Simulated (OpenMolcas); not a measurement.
## Levels of neutral nitrogen by method

| Item | Value |
| --- | --- |
| Program | OpenMolcas |
| Basis | ANO-RCC-VTZP [4s3p2d1f] |
| Scalar Hamiltonian | DKH2, point nucleus |
| Active space | 3 electrons in 3 orbitals (2p) |
| State averaging | 2S+1 = 4 odd, 1 root; 2S+1 = 2 odd, 8 roots |
| Spin-orbit coupling | RASSI with atomic mean-field integrals over the reference wave functions, term energies averaged over their components |

Methods on the same reference wave functions:
A. CASSCF
B. SS-CASPT2, IPEA 0.25 Eh, imaginary shift 0.1 Eh (closed shells correlated: 1s 2s)
C. XMS-CASPT2, IPEA 0.25 Eh, imaginary shift 0.1 Eh (closed shells correlated: 1s 2s)

Energies in cm-1 above 2s2 2p3 4S* 3/2, the measured ground level; measured values from NIST Handbook of Basic Atomic Spectroscopic Data.

```csv
Level,A,B,C,Measured
2s2 2p3 4S* 3/2,0.0,0.0,0.0,0.0
2s2 2p3 2D* 3/2,23021,19680,19810,19233
2s2 2p3 2D* 5/2,23021,19680,19810,19224
2s2 2p3 2P* 1/2,38021,31260,31040,28839
2s2 2p3 2P* 3/2,38021,31260,31040,28839
```

Deviations, from unrounded energies. A percentage is the sum of absolute deviations over the sum of measured energies, with the sign that they share, or ± where signs differ.

```
                        Against measurement  Levels      A     B     C
             mean absolute deviation (cm-1)       4   6500  1400  1400
other terms of the ground configuration (%)       4  +27.0  +6.0  +5.8
```

B, C lie about equally close to measurement and A furthest from it. The largest miss of C in the table is 2s2 2p3 2P* 3/2, by +2200 cm-1. The ranking rests on the paired levels alone, and a cruder setting can come out closer through cancelling errors.

Between B and C the level of the table that moves most is 2s2 2p3 2P* 1/2, by 220 cm-1 (lowest in C, highest in B). Moves below CASPT2's spread within the term are not significant.

The mean deviations of B to C differ by less than CASPT2's widest spread within a term (1100 cm-1), so their order carries little weight.

From A to B the spin-free energies of the other terms of 2s2 2p3 shown, above 4S*, scale by factors of 0.82 to 0.85.

The lowest spin-free term lies below A's lowest term by 0.112 hartree in B, 0.112 hartree in C.

Term energies are means over components that CASPT2 splits; among the terms shown or strongly mixed into the levels shown the widest spread is 1100 cm-1 (2s2 2p3 2D*, C). With the s shell closed, the reference lacks s² → p² mixing. Without dynamic correlation excited terms often stand tens of per cent too high (terms of higher spin than the ground term too low), and those without a measured partner can miss by more than the paired ones (holds for A). Computed and measured levels are paired by configuration, term and J; levels that our copy of the source lacks, or whose pairing is in doubt (as where it misses far off the trend of its configuration), stay unpaired and out of the deviations. Levels of configurations outside the active space are missing.

* marks odd parity.
